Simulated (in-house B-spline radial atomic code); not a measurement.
Whole-atom quantities along the 59-electron series, configuration [Kr] 4d10 4f12 5s1. Computed with a B-spline radial code for spherical atoms: non-relativistic Hartree-Fock, average of the configuration, point nuclei.

This level leaves out relativity, spin-orbit splitting included, which matters for heavy ions.

| ion | Z | E/Z² (Eh) | Σ<r²> (bohr²) | n(0)/Z³ (bohr⁻³) | Lamb diamagnetic shielding (ppm) | repulsion over attraction |
| --- | --- | --- | --- | --- | --- | --- |
| Os17+ | 76 | -2.8026 | 9.8694 | 0.71642 | 8806.83 | 0.14139 |
| Ir18+ | 77 | -2.8146 | 9.3697 | 0.71679 | 8948.25 | 0.14016 |
| Pt19+ | 78 | -2.8264 | 8.9115 | 0.71715 | 9089.6 | 0.13895 |
| Au20+ | 79 | -2.838 | 8.4897 | 0.7175 | 9230.89 | 0.13774 |
